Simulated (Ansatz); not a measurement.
Stretching the Bi1–H2 bond in BiH3 (SMILES [BiH3]) (multiplicity 1 held, fragments rigid). Energies count from the point at 1.797 Å.
Geometry at that point (charge 0, multiplicity 1):
```xyz
4

Bi     0.001    -0.001     0.036
H     -1.470    -0.213    -0.974
H      0.920    -1.103    -1.045
H      0.497     1.411    -0.957
```

R- and RO- levels are restricted; in cc, def2 and unpolarised 6-31G sets they are followed outwards from rest. Unrestricted levels (U-) break spin symmetry where that is lower. Active spaces are followed from a long bond inwards. Levels need not reach the same state.

Cores are frozen in the correlated methods. Filled d and f shells under p-block atoms count as core.

The values were computed with Ansatz (Gaussian orbitals). Values without a source in brackets are computed. In def2 rows elements past Kr take small-core potentials, without spin–orbit coupling.

Energies in eV.

```
R (Å)  U-HF/def2-SVP  R-MP2/def2-SVP  U-MP2/def2-SVP  SC-NEVPT2 on CASSCF(2,2)/def2-SVP  FIC-MRCISD+Q on CASSCF(2,2)/def2-SVP
-----  -------------  --------------  --------------  ---------------------------------  ------------------------------------
1.437           1.30            1.34            1.34                               1.43                                  1.39
1.617           0.22            0.25            0.25                               0.29                                  0.27
1.797           0.00            0.00            0.00                               0.00                                  0.00
1.976           0.20            0.18            0.18                               0.12                                  0.14
2.156           0.61            0.56            0.56                               0.43                                  0.46
2.425           1.18            1.25            1.48                               0.99                                  1.04
2.695           1.46            1.94            1.94                               1.49                                  1.55
3.144           1.65            2.87            2.24                               2.05                                  2.13
3.593           1.70            3.49            2.32                               2.31                                  2.39
4.132           1.72            3.84            2.35                               2.42                                  2.50
4.851           1.73            3.78            2.36                               2.45                                  2.53
5.749           1.73            3.19            2.36                               2.45                                  2.53
```

Doubts at one or more of the structures used: a spin-contaminated determinant (U-HF/def2-SVP, U-MP2/def2-SVP); a restricted determinant that unrestricted orbitals would lower (R-MP2/def2-SVP).

Ansatz is a quantum-chemistry and plane-wave program.
